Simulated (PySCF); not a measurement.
# HBr: script and output

Input:

```python
from pyscf import gto, dft

mol = gto.M(
    atom='H 0 0 0; Br 0 0 1.363',
    basis='aug-cc-pvdz',
    charge=0,
    spin=0,
    verbose=4,
)
mf = dft.RKS(mol, xc='mn15')
field = 0.05  # electric field along z, atomic units
h = mf.get_hcore() + field*mol.intor('int1e_r')[2]
mf.get_hcore = lambda *args: h
e_nuc = mol.energy_nuc() - field*mol.atom_charges() @ mol.atom_coords()[:, 2]
mf.energy_nuc = lambda *args: e_nuc
mf.kernel()
mf.analyze()
print('orbital energies (hartree):', mf.mo_energy[..., max(0, mol.nelec[1]-3):mol.nelec[0]+3].round(4))
```

```bash
$ OMP_NUM_THREADS=1 python input.py
```

The log (some set-up lines removed):

```
PySCF version 2.14.0

[INPUT] verbose = 4
[INPUT] num. atoms = 2
[INPUT] num. electrons = 36
[INPUT] charge = 0
[INPUT] spin (= nelec alpha-beta = 2S) = 0
[INPUT] symmetry False subgroup None
[INPUT] Mole.unit = angstrom
[INPUT] Symbol           X                Y                Z      unit          X                Y                Z       unit  Magmom
[INPUT]  1 H      0.000000000000   0.000000000000   0.000000000000 AA    0.000000000000   0.000000000000   0.000000000000 Bohr   0.0
[INPUT]  2 Br     0.000000000000   0.000000000000   1.363000000000 AA    0.000000000000   0.000000000000   2.575696707782 Bohr   0.0

nuclear repulsion = 13.5885564066031
number of shells = 14
number of NR pGTOs = 97
number of NR cGTOs = 45
basis = aug-cc-pvdz
ecp = {}

******** <class 'pyscf.dft.rks.RKS'> ********
method = RKS
initial guess = minao
damping factor = 0
level_shift factor = 0
DIIS = <class 'pyscf.scf.diis.CDIIS'>
diis_start_cycle = 1
diis_space = 8
diis_damp = 0
SCF conv_tol = 1e-09
SCF conv_tol_grad = None
SCF max_cycles = 50
direct_scf = True
direct_scf_tol = 1e-13
XC library pyscf.dft.libxc version 7.0.0
    S. Lehtola, C. Steigemann, M. J.T. Oliveira, and M. A.L. Marques.,  SoftwareX 7, 1–5 (2018)
XC functionals = mn15
    H. S. Yu, X. He, S. L. Li, and D. G. Truhlar.,  Chem. Sci. 7, 5032-5051 (2016)
    H. S. Yu, X. He, S. L. Li, and D. G. Truhlar.,  Chem. Sci. 7, 5032-5051 (2016)
radial grids:
    Treutler-Ahlrichs [JCP 102, 346 (1995); DOI:10.1063/1.469408] (M4) radial grids

becke partition: Becke, JCP 88, 2547 (1988); DOI:10.1063/1.454033
pruning grids: <function nwchem_prune>
grids dens level: 3
symmetrized grids: False
atomic radii adjust function: <function treutler_atomic_radii_adjust>
small_rho_cutoff = 0
Set gradient conv threshold to 3.16228e-05
Initial guess from minao.
tot grids = 30232
init E= -2574.00343142328
  HOMO = -0.233521505614104  LUMO = -0.0649283454053271  gap/eV = 4.58765
cycle= 1 E= -2575.05505713858  delta_E= -1.05  |g|= 0.134  |ddm|= 1.55
  HOMO = -0.249479684429552  LUMO = -0.0504416145611617  gap/eV = 5.41610
cycle= 2 E= -2575.05770401633  delta_E= -0.00265  |g|= 0.0794  |ddm|= 0.217
  HOMO = -0.241601261166901  LUMO = -0.0534052410134764  gap/eV = 5.12107
cycle= 3 E= -2575.05942079676  delta_E= -0.00172  |g|= 0.0169  |ddm|= 0.0918
  HOMO = -0.244878669334014  LUMO = -0.0526952671780361  gap/eV = 5.22958
cycle= 4 E= -2575.05951591031  delta_E= -9.51e-05  |g|= 0.0013  |ddm|= 0.0186
  HOMO = -0.244490177099785  LUMO = -0.0526944480142353  gap/eV = 5.21903
cycle= 5 E= -2575.05951652134  delta_E= -6.11e-07  |g|= 0.000605  |ddm|= 0.00245
  HOMO = -0.244636135576141  LUMO = -0.0527328355841532  gap/eV = 5.22195
cycle= 6 E= -2575.05951661606  delta_E= -9.47e-08  |g|= 4.54e-05  |ddm|= 0.000638
  HOMO = -0.244648856296449  LUMO = -0.0527371832551338  gap/eV = 5.22218
cycle= 7 E= -2575.05951661755  delta_E= -1.5e-09  |g|= 7.14e-06  |ddm|= 0.000177
  HOMO = -0.244647681043475  LUMO = -0.0527380703832314  gap/eV = 5.22213
cycle= 8 E= -2575.0595166176  delta_E= -4.32e-11  |g|= 8.11e-07  |ddm|= 3.64e-05
  HOMO = -0.244648059890059  LUMO = -0.0527381643972964  gap/eV = 5.22213
Extra cycle  E= -2575.0595166176  delta_E=    0  |g|= 3.58e-07  |ddm|= 3.08e-06
converged SCF energy = -2575.0595166176
**** SCF Summaries ****
Total Energy =                       -2575.059516617595364
Nuclear Repulsion Energy =               9.081087167984268
One-electron Energy =                -3602.517997009596911
Two-electron Energy =                 1018.377393224017396
Two-electron Coulomb Energy =         1110.285034130676422
DFT Exchange-Correlation Energy =      -91.907640906659054
HOMO-LUMO gap [eV] =                     5.222134247311410
**** MO energy ****
[7 lines left out]
MO #8   energy= -6.3045631990852   occ= 2
MO #9   energy= -6.30456319908519  occ= 2
MO #10  energy= -2.60913024428302  occ= 2
MO #11  energy= -2.60367856836656  occ= 2
MO #12  energy= -2.60367856836654  occ= 2
MO #13  energy= -2.58931631486039  occ= 2
MO #14  energy= -2.58931595704318  occ= 2
MO #15  energy= -0.742636291347375 occ= 2
MO #16  energy= -0.389655249572881 occ= 2
MO #17  energy= -0.244648059890066 occ= 2
MO #18  energy= -0.244648059890059 occ= 2
MO #19  energy= -0.0527381643972964 occ= 0
MO #20  energy= 0.10895941241511   occ= 0
MO #21  energy= 0.202501372241751  occ= 0
[24 lines left out]
 ** Mulliken pop on meta-lowdin orthogonal AOs  **
 ** Mulliken pop  **
pop of  0 H 1s            0.97992
pop of  0 H 2s            0.00262
pop of  0 H 3s            0.00141
pop of  0 H 2px           0.01057
pop of  0 H 2py           0.01057
pop of  0 H 2pz           0.00186
pop of  0 H 3px           0.00158
pop of  0 H 3py           0.00158
pop of  0 H 3pz           0.00452
pop of  1 Br 1s           2.00000
pop of  1 Br 2s           1.99976
pop of  1 Br 3s           1.99816
[33 lines left out]
 ** Mulliken atomic charges  **
charge of    0H =     -0.01464
charge of    1Br =      0.01464
Dipole moment(X, Y, Z, Debye): -0.00000, -0.00000,  2.21815
orbital energies (hartree): [-0.3897 -0.2446 -0.2446 -0.0527  0.109   0.2025]
```

In short: E(SCF) = -2575.059517 Eh, 8 cycles, μz(SCF) = 2.22 D.

Hardware: Arm Neoverse V1, 1 thread, shared host. Wall time 2.3 s.

Stability towards an unrestricted solution was not tested. The bond length is a typed value, not an optimised one.
